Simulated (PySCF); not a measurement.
Atoms are numbered as in `[CH3:1][CH:2]([CH3:3])[O:4][Si:5]([OH:6])([OH:7])[C:8]#[C:9][SiH3:10]`. Each H is labelled by its parent atom.

Non-relativistic, one computed conformer, one averaged value for each set of equivalent atoms, no solvent model. Structure optimised with GFN2-xTB; NMR shieldings at PBE0/pcSseg-1/GIAO; PySCF 2.14.0 with density-fitted response routines.

Referencing at the same level of theory: TMS for 13C, 1H, 29Si; 17O vs H2O.

| atoms | nucleus | count | Hirshfeld charge | δ (ppm) |
| --- | --- | --- | --- | --- |
| O6/O7 | 17O | 2 | -0.31 | 54.8 |
| Si5 | 29Si | 1 | 0.53 | ? |
| C1/C3 | 13C | 2 | -0.13 | 27.8 |
| H(Si10) | 1H | 3 | -0.07 | 4.18 |
| Si10 | 29Si | 1 | 0.34 | -99.7 |
| C2 | 13C | 1 | 0.06 | 69.0 |
| H(O6)/H(O7) | 1H | 2 | 0.18 | ? |
| C9 | 13C | 1 | -0.15 | 104.6 |
| H(C2) | 1H | 1 | 0.04 | 4.48 |
| H(C1)/H(C3) | 1H | 6 | 0.04 | 1.34 |
| O4 | 17O | 1 | -0.22 | ? |
| C8 | 13C | 1 | -0.15 | ? |

Estimate the values marked ?.

Answers


- C8: 122.3 ppm, alkyne carbon
- H(O6)/H(O7): 2.13 ppm, hydrogen on an oxygen bonded to Si; exchangeable; this is the value without hydrogen bonding to other molecules
- O4: 95.2 ppm, oxygen bonded to C, Si
- Si5: -81.0 ppm, silicon bonded to C, 3 O

Exchangeable OH/NH protons stand at their gas-phase positions; hydrogen bonding in a real sample shifts them, mostly to higher δ. Shifts are as computed. Against solution values, carbons near 30 ppm lie about +3 ppm off and those near 130 ppm about +5 ppm. Of 1211 compounds with measured shifts, 218 miss one by over three times the rms of a fit or turn the order of signals round; such compounds aren't used in these exercises. Experimental scales use liquid or dissolved standards, which lie at an offset from isolated H2O (liquid H2O: subtract about 36 ppm).
